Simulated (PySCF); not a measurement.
Isomers of C2H3B. All species are isolated molecules in the gas phase. Strings in code marks are SMILES.

The T1 excitation (TDA) from two functionals at the same geometries (PBE0-D3(BJ)/def2-TZVP), both in PySCF: PBE-D3(BJ)/def2-TZVP and ωB97X-D3(BJ)/def2-TZVP. Excitations are Tamm–Dancoff values on a coarser integration grid. The basis has no diffuse functions, so Rydberg states are missing or too high.

```csv
species,PBE-D3(BJ)/def2-TZVP (eV),ωB97X-D3(BJ)/def2-TZVP (eV)
`C1=CB1`,4.89,5.32
`B=C=C`,1.32,1.43
`C#CB`,3.23,3.76
```

Over these rows, drawn at random from the members with no instability flagged (it was tested for open shells, ions and some series alone), PBE minus ωB97X-D3(BJ): mean -0.36 eV, from -0.53 eV to -0.11 eV.
